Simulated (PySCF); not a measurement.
## Structure from NMR data

Molecular formula: C$_{6}$H$_{8}$NOP. Simulated spectra:

1H NMR (400 MHz, computed): δ 9.14 (m, 1H), 8.29 (m, 1H), 3.97 (s, 3H), 3.11 (m, 3H).

13C{1H} NMR (computed): δ 191.5 (C), 163.9 (CH), 157.1 (C), 133.1 (CH), 55.6 (CH3), 32.7 (CH3).

- GIAO PBE0/pcSseg-1 shieldings
- GFN2-xTB structure
- run in PySCF 2.14.0 with density-fitted response routines
- a single conformation, averaged over atoms made equivalent by symmetry, fast rotation or ring inversion, no solvent model, non-relativistic

Referencing at the same level of theory: 1H and 13C vs TMS.

Which candidate is it?
A. C[P@@H](=O)c1ccncc1
B. COc1cnc(C)pc1
C. COc1pcncc1C
D. C[P@@H](=O)c1ccccn1
E. CC(=O)c1pccn1C

Results:

B. 

6 carbon signals for 6 carbons: no two carbons are equivalent. Carbon types of the structure: 2 × C, 2 × CH, 2 × CH3, which accounts for all hydrogens. δC 191.5: substituted aromatic carbon next to a ring nitrogen. δC 163.9: aromatic CH. δC 157.1: aromatic carbon bearing oxygen; the electronegative substituent deshields the carbon that carries it. δC 133.1: aromatic CH next to a ring nitrogen. δH 9.14: hydrogen on an aromatic CH; aromatic region.

The others: COc1pcncc1C has carbons computed at 209.4, 185.4, 155.5, 126.8, 59.2, 18.3; CC(=O)c1pccn1C has carbons computed at 195.4, 165.9, 141.5, 138.5, 42.5, 31.0; C[P@@H](=O)c1ccncc1 would give 4 carbon signals, not 6; C[P@@H](=O)c1ccccn1 would give 6 signals for carbon-bound and other non-exchanging H, not 4.

Splittings by 31P in the carbon and heteronuclear signals aren't shown, as no couplings were computed. Shifts are as computed. Against solution values, carbons near 30 ppm lie about +3 ppm off and those near 130 ppm about +5 ppm. Of 1211 compounds with measured shifts, 218 miss one by over three times the rms of a fit or turn the order of signals round; such compounds aren't used in these exercises. Multiplicities follow the n + 1 count of equivalent neighbours, as no J values were calculated; m marks all less simple cases, F and P coupling included.
